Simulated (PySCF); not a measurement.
Sn(OH)4, H4O4Sn, SMILES [OH][Sn]([OH])([OH])[OH] (B3LYP/def2-SVP optimised geometry):

```
9

O     -1.750    -1.651    -1.571
Sn    -0.886    -0.816     0.000
O      1.093    -0.816     0.000
O     -1.440     1.083     0.000
O     -1.447    -1.881     1.570
H     -1.836    -1.017    -2.299
H      1.440    -1.633     0.389
H     -0.788     1.633     0.459
H     -2.330    -2.257     1.434
```

Level of theory: B3LYP/def2-TZVP, def2 effective core potentials past Kr (PySCF).

Task: What are the frontier orbital energies and the dipole moment?

Result: HOMO-2 -8.89 eV, HOMO-1 -8.86 eV, HOMO -8.86 eV, LUMO -2.34 eV, LUMO+1 0.31 eV; dipole moment 0.05 D.

On the same geometry PBE/def2-TZVP, def2 effective core potentials past Kr (PySCF 2.14.0) gives HOMO-2 -7.47 eV, HOMO-1 -7.36 eV, HOMO -7.35 eV, LUMO -2.93 eV, LUMO+1 -0.17 eV; dipole moment 0.05 D.
